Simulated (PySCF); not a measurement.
Level of theory: PBE-D3(BJ)/def2-TZVP // B3LYP-D3(BJ)/def2-TZVP run with PySCF 2.14.0. Gas-phase values, no solvent. 

Reference species (SMILES): `[GeH2]([F])[F]` (neutral, multiplicity 1).

```yaml
dipole_moment: 2.48 D
```

Changed species: `[F][Ge]([F])([F])[F]` (whole molecule; the reference has whole molecule).

Problem. What does the change do to the dipole moment?

Solution. the dipole moment falls by 2.48 D, to 0.00 D.
